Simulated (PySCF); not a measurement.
**C₆ coefficients of unlike pairs at PBE**

Calculated with PySCF 2.14 from the dipole response of each species, C₆(A,B) = (3/π) ∫ α_A(iu) α_B(iu) du, in atomic units, from isotropic polarisabilities. For ions this is the dispersion term alone; charge-induced terms of lower order in 1/R come first.

```tsv
species	configuration	basis	relativity	α (bohr³)	C₆ (like pair)
W⁺	[Xe] 4f14 5d4 6s1 (6D)	def2-TZVPPD with the def2 core potential (60 electrons) (6s5p3d2f1g)	core potential	33.16	274.0
P⁺	[Ne] 3s2 3p2 (3P)	x2c-QZVPPall with one added diffuse shell each of s, p, d, f type (10s7p5d3f1g)	spin-free X2C	14.41	74.34
Ru⁺	[Kr] 4d7 (4F)	aug-cc-pVTZ-DK (9s8p6d3f2g)	spin-free X2C	16.16	103.7
Xe⁺	[Kr] 4d10 5s2 5p5 (2P)	aug-cc-pwCVTZ-PP with ECP28MDF (8s7p6d4f1g)	core potential	18.43	161.0
```

Q: Estimate C₆ for P⁺ with W⁺.

A: The integral gives 141.4. The combination rule 2 C_A C_B / (C_A α_B/α_A + C_B α_A/α_B) gives 140.4 and the geometric mean 142.7.

No spin-orbit coupling is included.

The other pairs:

```tsv
pair	C₆
Xe⁺, Ru⁺	128.9
Xe⁺, W⁺	204.5
Ru⁺, P⁺	86.49
Xe⁺, P⁺	108.1
Ru⁺, W⁺	165.1
```
